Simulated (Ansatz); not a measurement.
Consider the formal exchange of groups at the Si–Cl bond: `O[Si@H](F)N[Si@H](O)Cl` + CH₄ → `C[Si@H](O)N[Si@@H](O)F` + HCl.

Computed with Ansatz on PBE0-D4/def2-TZVP structures; ΔE is electronic, products minus reactants. CCSD(T)/CBS adds triple-zeta CCSD(T) − MP2 to the extrapolated MP2 energy (def2 sets, frozen cores). This one scheme is used for every species. Functionals use def2-TZVPP. B3LYP here is the variant with VWN-RPA as its local correlation; programs differ in this. Each species was taken in one conformer, which may not be the lowest.

`O[Si@H](F)N[Si@H](O)Cl`:

```xyz
12

O    -0.128   -1.867    0.054
Si    1.182   -0.884   -0.088
F     1.993   -1.009    1.280
N     0.588    0.676   -0.391
Si   -0.901    1.411    0.078
O    -1.841    0.297    0.787
Cl   -1.747    2.202   -1.623
H    -0.013   -2.687    0.538
H     2.118   -1.299   -1.148
H     1.162    1.231   -1.013
H    -0.743    2.546    1.001
H    -1.670   -0.617    0.525
```

CH₄:

Z-matrix (Å, degrees):
```
C
H 1 1.090
H 1 1.090 2 109.5
H 1 1.090 2 109.5 3 -120.0
H 1 1.090 2 109.5 3 120.0
```

`C[Si@H](O)N[Si@@H](O)F`:

```xyz
15

C    -2.409    0.698   -0.434
Si   -0.573    0.492   -0.568
O    -0.275   -0.389   -1.923
N     0.020   -0.305    0.864
Si    1.643   -0.656    1.176
O     2.372   -0.626   -0.296
F     2.392    0.429    2.078
H    -2.803    1.174   -1.335
H    -2.902   -0.271   -0.326
H    -2.673    1.322    0.423
H     0.134    1.796   -0.666
H     0.644   -0.653   -2.026
H    -0.669   -0.728    1.468
H     1.808   -1.935    1.895
H     3.289   -0.349   -0.330
```

HCl:

```xyz
2

Cl    0.561    0.258    0.165
H    -0.561   -0.258   -0.165
```

(1) Is it downhill or uphill in electronic energy at CCSD(T)/CBS, and by how much? (Best estimate.)

(2) What do these levels give: PBE-D4, r2SCAN-D4, B3LYP-D4, PBE, MP2/def2-TZVPP, SCS-MP2/def2-TZVPP, CCSD/def2-TZVPP, CCSD(T)/def2-TZVPP, SCS-MP2/def2-QZVPP, HF/CBS(def2), MP2/CBS(def2), CCSD/CBS(def2)? (Best estimate.)

Largest T1 diagnostic among the species: 0.011.

Answers

(1) Computed: Uphill: ΔE = +112.3 kJ/mol.

(2) Computed: PBE-D4 111.7, r2SCAN-D4 116.4, B3LYP-D4 116.1, PBE 111.5, MP2/def2-TZVPP 114.5, SCS-MP2/def2-TZVPP 113.3, CCSD/def2-TZVPP 109.1, CCSD(T)/def2-TZVPP 109.3, SCS-MP2/def2-QZVPP 115.1, HF/CBS(def2) 120.3, MP2/CBS(def2) 117.5, CCSD/CBS(def2) 112.2 kJ/mol.

In def2-TZVPP, CCSD(T) changes the Hartree–Fock value by −11.1 kJ/mol (the triples alone add +0.2 kJ/mol) and MP2 by −6.0 kJ/mol.
